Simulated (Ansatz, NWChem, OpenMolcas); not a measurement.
## How basis sets differ on CH6GaN (SMILES [CH3][GaH][NH2])

CH6GaN has 9 atoms, charge 0, and is taken as a singlet. As SMILES, `[CH3][GaH][NH2]`. Geometry: relaxed at PBE0-D4/def2-TZVP.

Each level gives the HOMO–LUMO gap (eV). The values are calculated.

```json
{"level": "HF/ANO-RCC-MB (DKH2)", "kind": "Hartree–Fock", "program": "OpenMolcas", "value (eV)": "13.81", "CPU time": "7.5 s"}
{"level": "HF/STO-3G", "kind": "Hartree–Fock", "program": "OpenMolcas", "value (eV)": "13.12", "CPU time": "3.3 s"}
{"level": "HF/3-21G", "kind": "Hartree–Fock", "program": "Ansatz", "value (eV)": "12.84", "CPU time": "0.68 s"}
{"level": "HF/6-31G", "kind": "Hartree–Fock", "program": "OpenMolcas", "value (eV)": "12.74", "CPU time": "3.9 s"}
{"level": "HF/6-31G* (spherical functions)", "kind": "Hartree–Fock", "program": "OpenMolcas", "value (eV)": "12.76", "CPU time": "13 s"}
{"level": "HF/def2-SVP", "kind": "Hartree–Fock", "program": "NWChem", "value (eV)": "13.13", "CPU time": "15 s"}
```

All-electron rows without a relativistic Hamiltonian named are non-relativistic. The values span 12.74 to 13.81 eV. A Hartree–Fock LUMO above zero doesn't converge with the basis: it sinks as sets grow more diffuse. Orbital gaps aren't excitation energies. Times are those of the runs behind each value, whatever else they computed, on shared processors of several kinds: orders of magnitude only.
